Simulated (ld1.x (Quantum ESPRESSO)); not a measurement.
**What one change does to a pseudopotential (iron, PAW)**

| Property | Result |
| --- | --- |
| Element | iron (Fe) |
| Generator | ld1.x (Quantum ESPRESSO) 7.5 |
| Type | PAW |
| Functional | LDA (PZ) |
| Relativity | scalar-relativistic |
| Frozen core | [Ar] |
| Valence charge | 8 |
| Reference configuration | 3d6 4s1.5 4p0 (charge +0.5) |
| Partial waves | 4s (bound): rcut 1.95, rcutus 2.50 bohr; 4s channel at 0.45 Ry: rcut 1.95, rcutus 2.50 bohr; 4p (bound, empty): rcut 1.95, rcutus 2.75 bohr; 4p channel at 0.05 Ry: rcut 1.95, rcutus 2.75 bohr; 3d (bound): rcut 1.55, rcutus 1.95 bohr; 3d channel at -0.3 Ry: rcut 1.55, rcutus 1.95 bohr |
| Local potential | all-electron potential smoothed inside 2.50 bohr (lloc = -1) |
| Core correction | Bessel-smoothed model core inside 1.05 bohr |
| Augmentation charge | GAUSS, radius 1.20 bohr |

Change: augmentation BG, radius 1.25 bohr.

Cutoffs: the cutoffs (Ry, on a coarse ladder) from which the occupation-weighted sum of valence levels, in a spherical-Bessel basis at the reference potential, stays within 10 and 1 mRy of its value at 400 Ry; they do not see the model core or the augmentation charge, which bear on the density cutoff. Errors are all-electron minus pseudo energies relative to the spin-unpolarised reference configuration.

Problem. What does the change do?

Solution. The potential gets neither clearly harder nor softer (30 Ry and 45 Ry → 30 Ry and 45 Ry); of the 9 tests that both files solve, the error grows in 1 and shrinks in 4 by more than 15 % and 0.3 meV (median size 6.4 → 4.8 meV); neither file shows a bound ghost.

```tsv
quantity	base	changed
cutoff, loose	30 Ry	30 Ry
cutoff, tight	45 Ry	45 Ry
bound ghosts	none	none
error for 3d6 4s2 4p0, meV [ΔE -3.60 eV]	+0.4	+1.1
error for 3d6 4s1 4p0, meV [ΔE 5.39 eV]	-0.6	+0.2
error for 3d6 4s0 4p0, meV [ΔE 21.88 eV]	-6.4	-4.8
error for 3d6 4s0 4p1, meV [ΔE 10.52 eV]	-2.3	-1.6
error for 3d5 4s0 4p0, meV [ΔE 56.41 eV]	-329	-328
error for 3d6 4s1 4p1, meV [ΔE 0.58 eV]	0.0	+0.2
error for 3d7 4s1 4p0, meV [ΔE -4.42 eV]	-63	-53
error for 3d6 4s1.5 4p0 (spin-polarised), meV [ΔE -3.67 eV]	-14	-14
error for 3d6 4s2 4p0 (spin-polarised), meV [ΔE -6.98 eV]	-14	-14
s: phases at 3.00 bohr within 0.05 rad from the reference energy up to (Ry; the scan ends near 5)	2.6	2.6
p: phases at 3.00 bohr within 0.05 rad from the reference energy up to (Ry; the scan ends near 5)	2.9	2.9
d: phases at 3.00 bohr within 0.05 rad from the reference energy up to (Ry; the scan ends near 5)	4.3	4.3
lowest overlap eigenvalue by channel	s 0.40, p 0.66, d 0.88	s 0.40, p 0.66, d 0.88
```

Changed file: ld1.x warns that Blöchl-style (BG) augmentation functions are not a good idea.
